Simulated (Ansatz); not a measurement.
Reactions of `CC(F)(F)CC(F)F`.

Calculated with Ansatz (gas phase, PBE0-D4/def2-TZVP geometries, no zero-point term in ΔE). CBS: MP2 limit from def2 TZ/QZ plus the TZ coupled-cluster correction, frozen cores. This one scheme is used for every species. Functionals use def2-TZVPP. For Br outer-core shells are correlated without core-valence functions, which leaves a few kJ/mol of doubt a bond. Scalar relativity is left out up to krypton. One conformer a species, not always the lowest.

```csv
reaction,PBE0-D4 (kcal/mol),CCSD/CBS(def2) (kcal/mol),ωB97M-V (kcal/mol),HF/CBS(def2) (kcal/mol)
`CC(F)(F)CC(F)F` + `CC(O)F` → `CC(F)OC(F)F` + `CC(C)(F)F`,-0.8,0.0,-0.8,-3.5
`CC(F)(F)CC(F)F` + `OC(F)F` → `FC(F)OC(F)F` + `CC(C)(F)F`,5.2,6.4,5.7,2.6
`CC(F)(F)CC(F)F` → `FC[C@@H](F)[C@H](F)CF`,24.4,23.5,24.6,22.8
`CC(F)(F)CC(F)F` + HCl → `CC(F)(F)Cl` + `CC(F)F`,5.1,7.3,6.1,5.8
`CC(F)(F)CC(F)F` + HCl → `CC(F)(F)CCl` + `FCF`,11.5,12.0,12.4,10.4
`CC(F)(F)CC(F)F` → `F[C]F` + `CC(C)(F)F`,63.1,59.2,58.0,50.6
`CC(F)(F)CC(F)F` + HBr → `FC(F)CBr` + `CC(F)F`,10.1,10.6,11.3,8.7
`CC(F)(F)CC(F)F` → `FCC(CF)C(F)F`,16.1,15.4,16.4,15.2
`CC(F)(F)CC(F)F` + H–F → `CC(F)(F)CF` + `FCF`,16.6,17.8,16.5,10.7
`CC(F)(F)CC(F)F` → `C[C@H](F)[C@H](F)C(F)F`,14.2,13.9,14.3,13.6
```

**Question.** Give the CCSD(T)/CBS values in the same order. (Best estimate.)

**Answer.** Computed: 0.0, 6.5, 24.0, 6.9, 12.0, 59.2, 10.7, 15.6, 18.5, 14.0 kcal/mol.

Largest T1 diagnostic: 0.017, for `F[C]F`.
